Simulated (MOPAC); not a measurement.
Input file for MOPAC: PM3 on ClH5Si (a complex).

```
PM3 1SCF PRECISE CHARGE=0 THREADS=1
ClH5Si

Cl    -0.06853986 1    -0.33803311 1    -0.32481316 1
H     -0.67544480 1    -1.32229006 1     0.22906320 1
Si     0.01950244 1     0.15673216 1     3.41009185 1
H      0.83539868 1     1.26625768 1     2.87322551 1
H     -1.36150382 1     0.24779467 1     2.88510926 1
H     -0.01570407 1     0.23435053 1     4.88886131 1
H      0.60912343 1    -1.14017927 1     3.00673660 1
```

The log:

```
*******************************************************************************
 **                                                                           **
 **                              MOPAC v23.2.5                                **
 **                                                                           **
 *******************************************************************************
 ** MOPAC's Digital Object Identifier: https://doi.org/10.5281/zenodo.6511958 **
 **                                                                           **
 ** Please cite the open-source release paper for use of this MOPAC version:  **
 ** J. E. Moussa and J. J. P. Stewart (2026)                                  **
 ** MOPAC: An open-source semiempirical molecular orbital program             **
 ** J. Open Source Softw., 11(119), 8025, https://doi.org/10.21105/joss.08025 **
 *******************************************************************************

                              PM3 CALCULATION RESULTS

 *******************************************************************************
 *  PM3        - The PM3 Hamiltonian to be used
 *
 *
 *
 *                 CHARGE ON SYSTEM = 0
 *
 *
 *
 *  PRECISE    - TIGHTER CRITERIA TO BE USED
 *  1SCF       - DO 1 SCF AND THEN STOP
 *  THREADS=1  - MULTI-THREADING NOT USED
 *  T=         - A TIME OF 172800.0 SECONDS REQUESTED
 *  DUMP=N     - RESTART FILE WRITTEN EVERY 7200.0 SECONDS REQUESTED
 *******************************************************************************
PM3 1SCF PRECISE CHARGE=0 THREADS=1
 ClH5Si

   ATOM   CHEMICAL          X               Y               Z
  NUMBER   SYMBOL      (ANGSTROMS)     (ANGSTROMS)     (ANGSTROMS)

     1      Cl         -0.06853986  *  -0.33803311  *  -0.32481316  *
     2       H         -0.67544480  *  -1.32229006  *   0.22906320  *
     3      Si          0.01950244  *   0.15673216  *   3.41009185  *
     4       H          0.83539868  *   1.26625768  *   2.87322551  *
     5       H         -1.36150382  *   0.24779467  *   2.88510926  *
     6       H         -0.01570407  *   0.23435053  *   4.88886131  *
     7       H          0.60912343  *  -1.14017927  *   3.00673660  *



          CARTESIAN COORDINATES

    NO.       ATOM           X           Y           Z

     1        Cl         -0.0685     -0.3380     -0.3248
     2         H         -0.6754     -1.3223      0.2291
     3        Si          0.0195      0.1567      3.4101
     4         H          0.8354      1.2663      2.8732
     5         H         -1.3615      0.2478      2.8851
     6         H         -0.0157      0.2344      4.8889
     7         H          0.6091     -1.1402      3.0067

  H: (PM3): J. J. P. STEWART, J. COMP. CHEM. 10, 209 (1989).
 Si: (PM3): J. J. P. STEWART, J. COMP. CHEM. 10, 209 (1989).
 Cl: (PM3): J. J. P. STEWART, J. COMP. CHEM. 10, 209 (1989).

           Empirical Formula: H5 Cl Si  =     7 atoms



      MOLECULAR POINT GROUP   :   C1


      RHF CALCULATION, NO. OF DOUBLY OCCUPIED LEVELS = 8


 -------------------------------------------------------------------------------
 PM3 1SCF PRECISE CHARGE=0 THREADS=1
 ClH5Si



     1SCF WAS SPECIFIED, SO BFGS WAS NOT USED
     SCF FIELD WAS ACHIEVED


                              PM3 CALCULATION
                                                       MOPAC v23.2.5 Linux




          FINAL HEAT OF FORMATION =         -7.73279 KCAL/MOL =     -32.35398 KJ/MOL


          COSMO AREA              =        119.75 SQUARE ANGSTROMS
          COSMO VOLUME            =        105.82 CUBIC ANGSTROMS

          IONIZATION POTENTIAL    =         10.832710 EV
          HOMO LUMO ENERGIES (EV) =        -10.833  0.565
          NO. OF FILLED LEVELS    =          8
          MOLECULAR WEIGHT        =         68.5780         POINT GROUP:  C1

          MOLECULAR DIMENSIONS (Angstroms)

            Atom       Atom       Distance
            H     6   Cl     1     5.24527
            H     4    H     2     2.72282
            H     7    H     5     2.41148


          SCF CALCULATIONS        =          1





   ATOM   CHEMICAL          X               Y               Z
  NUMBER   SYMBOL      (ANGSTROMS)     (ANGSTROMS)     (ANGSTROMS)

     1      Cl         -0.06853986  *  -0.33803311  *  -0.32481316  *
     2       H         -0.67544480  *  -1.32229006  *   0.22906320  *
     3      Si          0.01950244  *   0.15673216  *   3.41009185  *
     4       H          0.83539868  *   1.26625768  *   2.87322551  *
     5       H         -1.36150382  *   0.24779467  *   2.88510926  *
     6       H         -0.01570407  *   0.23435053  *   4.88886131  *
     7       H          0.60912343  *  -1.14017927  *   3.00673660  *

                             CARTESIAN COORDINATES

   1   Cl       -0.068539860    -0.338033110    -0.324813160
   2    H       -0.675444800    -1.322290060     0.229063200
   3   Si        0.019502440     0.156732160     3.410091850
   4    H        0.835398680     1.266257680     2.873225510
   5    H       -1.361503820     0.247794670     2.885109260
   6    H       -0.015704070     0.234350530     4.888861310
   7    H        0.609123430    -1.140179270     3.006736600


           Empirical Formula: H5 Cl Si  =     7 atoms



      MOLECULAR POINT GROUP   :   C1


                  EIGENVALUES
 -55.41912 -16.84630 -14.79941 -11.93941 -11.90330 -11.84911 -10.95080 -10.83271
   0.56520   1.59036   2.11581   2.13288   2.21103


              NET ATOMIC CHARGES AND DIPOLE CONTRIBUTIONS

  ATOM NO.   TYPE          CHARGE      No. of ELECS.   s-Pop       p-Pop
    1         Cl          -0.102957        7.1030     1.96794     5.13502
    2          H           0.103149        0.8969     0.89685
    3         Si           0.463792        3.5362     0.91548     2.62073
    4          H          -0.107214        1.1072     1.10721
    5          H          -0.118739        1.1187     1.11874
    6          H          -0.117310        1.1173     1.11731
    7          H          -0.120721        1.1207     1.12072
 DIPOLE           X         Y         Z       TOTAL
 POINT-CHG.    -0.255    -0.403     0.248     0.538
 HYBRID        -0.380    -0.621     0.346     0.806
 SUM           -0.635    -1.024     0.594     1.344


          ATOMIC ORBITAL ELECTRON POPULATIONS

     Atom    s        px        py        pz
    1 Cl   1.96794   1.80632   1.49049   1.83821
    2  H   0.89685
    3 Si   0.91548   0.87133   0.87421   0.87519
    4  H   1.10721
    5  H   1.11874
    6  H   1.11731
    7  H   1.12072

 **********************
 *                    *
 * JOB ENDED NORMALLY *
 *                    *
 **********************




 == MOPAC DONE ==
```

The run finished.

Cost: around 0.06 core-seconds (rough).
